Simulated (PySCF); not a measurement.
Br⁴⁺: fine-structure interval

Br⁴⁺ [Ar] 3d10 4s2 4p1 [4p1/2^1, M_J = 1/2] → Br⁴⁺ [Ar] 3d10 4s2 4p1 [4p3/2^1, M_J = 3/2], as a difference of total energies. All numbers are calculated (PySCF 2.14, the two-component X2C-1e Hamiltonian, in x2c-QZVPPall-2c). Correlated levels: [Ne] frozen; the 8 highest virtual spinors dropped. "Screened" scales the spin-orbit matrix elements by Boettger's factors to mimic the two-electron term; Breit and QED terms are absent.

```
                    method  fine-structure interval (cm⁻¹)
 GHF (screened spin-orbit)                          7203.7
GMP2 (screened spin-orbit)                          6090.5
     GHF (bare spin-orbit)                          7582.3
```

GHF and GMP2 differ strongly here because the two determinants are spin-polarised to different degrees; the interval is a small difference of such terms.
